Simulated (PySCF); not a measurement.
C2H3BF2O, SMILES C=C(F)B(O)F. Atoms are numbered in the order given.

```xyz
9

C     -1.0851    -1.6122     0.0000
C     -0.0427    -0.7797     0.0000
F      1.2243    -1.2846     0.0000
B     -0.0734     0.7896     0.0000
O      1.0613     1.5119     0.0000
F     -1.2410     1.4248     0.0000
H     -0.9549    -2.6974     0.0000
H     -2.0949    -1.1988     0.0000
H      1.8440     0.9425     0.0000
```

Coordinates come from a B3LYP-D3(BJ)/def2-SVP optimisation. This is a generated structure with no PubChem entry under its InChIKey; it may be hypothetical. Other conformers were not sampled.

The numbers are results of TDA-PBE/def2-SVPD run with PySCF, not measurements.

Vertical excitations. Gas-phase values at a fixed geometry. State labels are in the subgroup Cs.

Computed lowest excited states:
```tsv
state	symmetry	energy (eV)	λ (nm)	f	main pairs
S1	A"	6.27	198	0.000	HOMO−1→LUMO 98 %
S2	A"	6.44	192	0.007	HOMO→LUMO+1 99 %
S3	A'	6.48	191	0.344	HOMO→LUMO 84 %
S4	A'	7.28	170	0.068	HOMO−2→LUMO 92 %
S5	A"	7.38	168	0.001	HOMO−3→LUMO 100 %
S6	A"	7.54	164	0.023	HOMO→LUMO+2 100 %
S7	A'	7.83	158	0.013	HOMO−1→LUMO+1 99 %
S8	A"	7.91	157	0.004	HOMO→LUMO+3 97 %
S9	A"	8.03	154	0.001	HOMO−4→LUMO 99 %
S10	A"	8.33	149	0.004	HOMO−5→LUMO 62 %, HOMO→LUMO+5 36 %
T1	A'	3.85	322	0	HOMO→LUMO 98 %
T2	A"	5.68	218	0	HOMO−1→LUMO 100 %
T3	A"	6.36	195	0	HOMO→LUMO+1 100 %
T4	A'	6.39	194	0	HOMO−2→LUMO 99 %
```
Triplets are in the Tamm–Dancoff approximation.
